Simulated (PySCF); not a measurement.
Atomic charges against the basis set

Compound: C4H5FSi2.
Structure used (PBE0-D3(BJ)/def2-SVP), in Å, numbered top down from 1:
```xyz
12
C4H5FSi2 angstrom
C      0.9717   -2.8965    0.9967
C      0.2686   -1.9246    0.7889
Si    -0.7013   -0.4100    0.4714
F     -2.1826   -0.6640    1.0991
C     -0.6687    0.1839   -1.2997
C     -0.0212    1.3742   -1.2148
Si     0.3016    1.6867    0.6289
H      1.5861   -3.7608    1.1779
H     -1.0063   -0.2595   -2.2448
H      0.2316    1.9784   -2.0965
H     -0.4753    2.8255    1.2073
H      1.7369    1.8386    1.0206
```

PBE0 throughout (PySCF), one geometry, spherical d and f functions. Isolated species at its PBE0-D3(BJ)/def2-SVP geometry, gas phase. The first 7 of 12 kinds of atom are listed.

Mulliken charges (e):

```json
{"basis": "STO-3G", "functions": "48", "C1": "-0.140", "C2": "-0.252", "Si3": "+0.684", "F4": "-0.229", "C5": "-0.262", "C6": "-0.240", "Si7": "+0.409"}
{"basis": "6-31G", "functions": "81", "C1": "-0.306", "C2": "-0.258", "Si3": "+1.002", "F4": "-0.431", "C5": "-0.443", "C6": "-0.435", "Si7": "+0.395"}
{"basis": "pcSseg-0", "functions": "81", "C1": "-0.357", "C2": "-0.443", "Si3": "+1.390", "F4": "-0.459", "C5": "-0.705", "C6": "-0.665", "Si7": "+0.452"}
{"basis": "6-31G*", "functions": "116", "C1": "-0.179", "C2": "-0.173", "Si3": "+0.711", "F4": "-0.381", "C5": "-0.340", "C6": "-0.334", "Si7": "+0.179"}
{"basis": "cc-pVDZ", "functions": "131", "C1": "-0.145", "C2": "-0.039", "Si3": "+0.648", "F4": "-0.302", "C5": "-0.167", "C6": "-0.132", "Si7": "+0.114"}
{"basis": "def2-SVP", "functions": "131", "C1": "-0.214", "C2": "-0.023", "Si3": "+0.689", "F4": "-0.334", "C5": "-0.240", "C6": "-0.220", "Si7": "+0.248"}
{"basis": "aug-cc-pVDZ", "functions": "214", "C1": "+1.130", "C2": "-0.727", "Si3": "+1.095", "F4": "-0.649", "C5": "+0.346", "C6": "+0.267", "Si7": "-0.662"}
{"basis": "6-311+G(2d,p)", "functions": "235", "C1": "-0.339", "C2": "-0.080", "Si3": "+1.015", "F4": "-0.434", "C5": "-0.346", "C6": "-0.245", "Si7": "+0.136"}
{"basis": "def2-TZVP", "functions": "259", "C1": "-0.151", "C2": "-0.184", "Si3": "+0.588", "F4": "-0.309", "C5": "-0.253", "C6": "-0.171", "Si7": "+0.052"}
{"basis": "cc-pVTZ", "functions": "288", "C1": "-0.080", "C2": "-0.232", "Si3": "+0.599", "F4": "-0.284", "C5": "-0.234", "C6": "-0.202", "Si7": "+0.085"}
{"basis": "IGLO-III", "functions": "313", "C1": "-0.204", "C2": "-0.237", "Si3": "+0.773", "F4": "-0.502", "C5": "-0.195", "C6": "-0.250", "Si7": "+0.621"}
```

IAO charges (e):

```json
{"basis": "STO-3G", "functions": "48", "C1": "-0.148", "C2": "-0.311", "Si3": "+0.869", "F4": "-0.338", "C5": "-0.388", "C6": "-0.371", "Si7": "+0.499"}
{"basis": "6-31G", "functions": "81", "C1": "-0.152", "C2": "-0.323", "Si3": "+0.980", "F4": "-0.496", "C5": "-0.397", "C6": "-0.337", "Si7": "+0.304"}
{"basis": "pcSseg-0", "functions": "81", "C1": "-0.140", "C2": "-0.330", "Si3": "+1.000", "F4": "-0.480", "C5": "-0.406", "C6": "-0.341", "Si7": "+0.272"}
{"basis": "6-31G*", "functions": "116", "C1": "-0.150", "C2": "-0.354", "Si3": "+1.078", "F4": "-0.516", "C5": "-0.411", "C6": "-0.357", "Si7": "+0.393"}
{"basis": "cc-pVDZ", "functions": "131", "C1": "-0.161", "C2": "-0.345", "Si3": "+1.065", "F4": "-0.512", "C5": "-0.410", "C6": "-0.359", "Si7": "+0.396"}
{"basis": "def2-SVP", "functions": "131", "C1": "-0.152", "C2": "-0.345", "Si3": "+1.067", "F4": "-0.512", "C5": "-0.409", "C6": "-0.357", "Si7": "+0.403"}
{"basis": "aug-cc-pVDZ", "functions": "214", "C1": "-0.170", "C2": "-0.343", "Si3": "+1.076", "F4": "-0.524", "C5": "-0.415", "C6": "-0.363", "Si7": "+0.402"}
{"basis": "6-311+G(2d,p)", "functions": "235", "C1": "-0.168", "C2": "-0.353", "Si3": "+1.096", "F4": "-0.529", "C5": "-0.422", "C6": "-0.371", "Si7": "+0.425"}
{"basis": "def2-TZVP", "functions": "259", "C1": "-0.167", "C2": "-0.356", "Si3": "+1.108", "F4": "-0.531", "C5": "-0.425", "C6": "-0.373", "Si7": "+0.427"}
{"basis": "cc-pVTZ", "functions": "288", "C1": "-0.167", "C2": "-0.353", "Si3": "+1.099", "F4": "-0.527", "C5": "-0.422", "C6": "-0.370", "Si7": "+0.416"}
{"basis": "IGLO-III", "functions": "313", "C1": "-0.169", "C2": "-0.355", "Si3": "+1.103", "F4": "-0.530", "C5": "-0.424", "C6": "-0.373", "Si7": "+0.428"}
```

Hirshfeld charges (e):

```tsv
basis	functions	C1	C2	Si3	F4	C5	C6	Si7
STO-3G	48	-0.097	-0.173	+0.443	-0.150	-0.136	-0.121	+0.276
6-31G	81	-0.062	-0.164	+0.372	-0.229	-0.125	-0.108	+0.217
pcSseg-0	81	-0.064	-0.170	+0.397	-0.218	-0.128	-0.111	+0.226
6-31G*	116	-0.065	-0.157	+0.340	-0.197	-0.116	-0.102	+0.212
cc-pVDZ	131	-0.069	-0.161	+0.355	-0.195	-0.120	-0.106	+0.232
def2-SVP	131	-0.068	-0.161	+0.362	-0.198	-0.122	-0.107	+0.236
aug-cc-pVDZ	214	-0.070	-0.165	+0.381	-0.214	-0.133	-0.120	+0.243
6-311+G(2d,p)	235	-0.069	-0.166	+0.375	-0.214	-0.129	-0.118	+0.244
def2-TZVP	259	-0.069	-0.162	+0.367	-0.206	-0.127	-0.115	+0.238
cc-pVTZ	288	-0.070	-0.162	+0.367	-0.203	-0.126	-0.113	+0.236
IGLO-III	313	-0.073	-0.163	+0.376	-0.207	-0.129	-0.117	+0.241
```

**Question.** Which scheme is steadiest as the basis changes?

**Answer.** Largest range over the bases for any column: Hirshfeld 0.10 e, IAO 0.24 e, Mulliken 1.49 e. Hirshfeld charges move least and Mulliken charges most, counted in e. Without the minimal STO-3G basis the ranges are Hirshfeld 0.06, IAO 0.16, Mulliken 1.49 e.

**Question.** How much do the charges still move between the two largest bases, cc-pVTZ and IGLO-III?

**Answer.** At most, over all atoms: Mulliken 0.536 e, IAO 0.013 e, Hirshfeld 0.009 e.

**Question.** What do the same runs give for the total energy, the frontier levels and the dipole moment?

**Answer.** 
```tsv
basis	energy (Eh)	HOMO (eV)	LUMO (eV)	μ (D)
STO-3G	-823.6510	-4.80	3.23	0.90
6-31G	-833.5268	-7.81	-0.93	2.67
pcSseg-0	-832.4428	-8.11	-1.17	2.26
6-31G*	-833.6539	-7.56	-0.90	1.99
cc-pVDZ	-833.6983	-7.63	-1.05	2.03
def2-SVP	-833.3186	-7.70	-1.12	1.98
aug-cc-pVDZ	-833.7194	-7.72	-1.27	2.10
6-311+G(2d,p)	-833.7923	-7.76	-1.31	2.16
def2-TZVP	-833.8214	-7.71	-1.25	2.06
cc-pVTZ	-833.8127	-7.70	-1.20	2.01
IGLO-III	-833.8239	-7.75	-1.27	2.07
```

The dipole is fixed by the density alone, so its range of 1.77 D shows that the density itself changes with the basis, not only its division among atoms.
